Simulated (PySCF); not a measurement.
# C₅H₁₅ClSi₂: calculation and literature

Geometry (Å), atoms numbered from 1 in this order:
```xyz
23

C    -1.3645    1.5877   -1.2705
Si   -0.9807    0.1319   -0.1353
C    -1.5332    0.5142    1.6291
C    -1.8348   -1.4246   -0.7687
Si    1.3330   -0.2342   -0.2503
C     1.9241   -1.7507    0.6846
C     2.3714    1.2624    0.2008
Cl    1.6590   -0.6077   -2.3038
H    -0.9763    1.3908   -2.2819
H    -0.9002    2.5163   -0.9028
H    -2.4509    1.7578   -1.3448
H    -1.2914   -0.3127    2.3152
H    -2.6239    0.6710    1.6644
H    -1.0507    1.4272    2.0119
H    -2.9261   -1.2806   -0.8259
H    -1.4667   -1.6766   -1.7753
H    -1.6408   -2.2857   -0.1099
H     2.9959   -1.9293    0.5048
H     1.7745   -1.6096    1.7677
H     1.3688   -2.6483    0.3740
H     3.4399    1.0662    0.0195
H     2.2413    1.5101    1.2669
H     2.0771    2.1388   -0.3959
```

Measured values that the calculation should reproduce: δ ²⁹Si Si5 22.9; Si2 -18.2 ppm (measured; solution; U. Herzog, Habilitationsschrift, TU Bergakademie Freiberg, 2002/2003).

[PySCF: shielding tensors at PBE0/pcSseg-1 (GIAO); PBE0-D3(BJ)/def2-SVP structure; gas phase; one computed conformer; rapidly exchanging positions averaged; relativity neglected]

Task: Set the calculated values beside the experiment.

Result: 
Reference values: measured (solution; U. Herzog, Habilitationsschrift, TU Bergakademie Freiberg, 2002/2003).
```csv
atoms,quantity,reference,computed,"computed, scaled"
Si5,δ ²⁹Si vs TMS,22.9,35.0,15.9
Si2,δ ²⁹Si vs TMS,-18.2,-19.0,-29.3
```

Computed shifts are σ(ref) − σ with the named reference compound (TMS for H and C) calculated as an isolated molecule at the same level. The measured values may be among those fitted. Shieldings were converted by a linear fit to measured shifts: ²⁹Si (scatter 8.9 ppm rms, 23.9 ppm with the 6 outliers that the fit left out vs TMS, solution or neat liquid). A few per cent of atoms miss by over 2 rms, more outside the fitted compound classes.

Task: How far are the unscaled ²⁹Si shifts from the references?

Result: Mean signed difference +5.65 ppm, mean absolute 6.45 ppm over 2 comparisons; the largest is +12.1 ppm at Si5 (silicon bonded to 2 C, Cl, Si).
